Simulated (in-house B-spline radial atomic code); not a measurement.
A calculation on Mn II (Mn+): its settings, and results tabulated from the run. Level of theory: scalar-relativistic (X2C) Hartree-Fock, spin-polarised, averaged over the determinants with the given up and down occupations, Fermi nucleus of rms radius 3.7057 fm, inside a hard spherical wall at 6.23 bohr; calculated with an all-electron radial atomic-structure program (B-spline basis).

Command:
```bash
python run_scf.py task.json out
```
Settings (nuclear radius in fm, mass in u):
```
Z                25
configuration    [Ar] 3d5 4s1
hamiltonian      x2c
method           hf
spin_polarised   True
nucleus          fermi
rms_radius       3.7057
atomic_mass      54.93804
speed_of_light   137.035999084
wall_radius      6.23
```

Output (hartree, bohr):
```
 radial grid: 64 intervals, B-splines of order 8, outer radius 6.23 bohr

 iter        energy (Eh)    residual
    1      -1149.1455924    3.53e-01
    2      -1153.9101704    3.83e-01
    3      -1156.9135033    8.63e-02
    4      -1157.1604254    2.13e-02
    5      -1157.1748710    1.62e-02
    6      -1157.1789345    2.15e-03
    7      -1157.1790786    5.67e-04
    8      -1157.1790914    1.39e-04
    9      -1157.1790917    2.16e-05
   10      -1157.1790917    3.68e-06
   11      -1157.1790917    1.56e-07

 total energy                    -1157.179092
 kinetic                           1172.75351
 electron-nucleus                 -2760.88117
 electron-electron                  430.94856

 orbital      occ     eigenvalue          <r>       <r^2>       <1/r>       r_max
 1s up      1.000     -242.77611    0.0605594  0.00494517     25.2468     0.03955
 1s down    1.000     -242.77401    0.0605594   0.0049451     25.2466     0.03955
 2s up      1.000      -29.87671     0.277937   0.0913046     5.37779      0.2318
 2s down    1.000      -29.74304     0.277033   0.0906163     5.39384      0.2315
 2p up      3.000      -25.22970     0.246972   0.0750148     5.20327      0.1885
 2p down    3.000      -25.10169     0.245633   0.0740379     5.22282      0.1882
 3s up      1.000       -4.37291     0.850789    0.833994     1.65797      0.7364
 3s down    1.000       -3.95131     0.854757    0.842154     1.64446      0.7364
 3p up      3.000       -3.02219     0.906768    0.967776      1.5097      0.7562
 3p down    3.000       -2.52211     0.913309    0.981758      1.4918      0.7567
 3d up      5.000       -0.91313       1.1309     1.63583     1.16447      0.7725
 4s up      1.000       -0.54373      2.74691     8.42438    0.460037        2.42
```

Run time, properties included: 0.25 s on 1 thread of Arm Neoverse N1, with other jobs on the host.
